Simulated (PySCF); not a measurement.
Numbering as in the mapped SMILES `[cH:1]1[cH:2][cH:3][c:4]2[n:5][cH:6][cH:7][cH:8][c:9]2[cH:10]1`. Each H is labelled by its parent atom.

GIAO PBE0/pcSseg-1 shifts (PySCF 2.14, gas phase, non-relativistic, equivalent atoms averaged), each against references optimised in the same way as the molecule (TMS, NH3).

On the GFN2-xTB geometry: C6 155.1, C4 152.6, C8 142.0, C3 138.3, C2 135.1, C10 133.6, C1 132.1, C9 132.0, C7 125.8, N5 358.7, H(C6) 9.28, H(C3) 8.65, H(C8) 8.42, H(C10) 8.15, H(C2) 8.13, H(C1) 7.93, H(C7) 7.59 ppm.

**Question.** What changes on the PBE0-D3(BJ)/def2-SVP geometry?

**Answer.** 
```json
{"atoms": "C6", "δ (ppm)": "155.0", "change": "-0.1"}
{"atoms": "C4", "δ (ppm)": "152.3", "change": "-0.3"}
{"atoms": "C8", "δ (ppm)": "141.3", "change": "-0.7"}
{"atoms": "C3", "δ (ppm)": "138.1", "change": "-0.2"}
{"atoms": "C2", "δ (ppm)": "134.7", "change": "-0.4"}
{"atoms": "C10", "δ (ppm)": "133.2", "change": "-0.4"}
{"atoms": "C1", "δ (ppm)": "132.0", "change": "-0.1"}
{"atoms": "C9", "δ (ppm)": "131.3", "change": "-0.7"}
{"atoms": "C7", "δ (ppm)": "125.7", "change": "-0.1"}
{"atoms": "N5", "δ (ppm)": "359.8", "change": "+1.1"}
{"atoms": "H(C6)", "δ (ppm)": "9.06", "change": "-0.22"}
{"atoms": "H(C3)", "δ (ppm)": "8.45", "change": "-0.20"}
{"atoms": "H(C8)", "δ (ppm)": "8.17", "change": "-0.25"}
{"atoms": "H(C10)", "δ (ppm)": "7.94", "change": "-0.21"}
{"atoms": "H(C2)", "δ (ppm)": "7.93", "change": "-0.20"}
{"atoms": "H(C1)", "δ (ppm)": "7.73", "change": "-0.20"}
{"atoms": "H(C7)", "δ (ppm)": "7.38", "change": "-0.21"}
```

Bonds between heavy atoms that differ most (equivalent bonds averaged): C1–C2 1.405 → 1.415 Å, C6–C7 1.407 → 1.417 Å, C9–C10 1.409 → 1.418 Å, C10–C1 1.367 → 1.375 Å, C2–C3 1.367 → 1.375 Å. Mean change of bonds to hydrogen: C–H +0.013 Å.
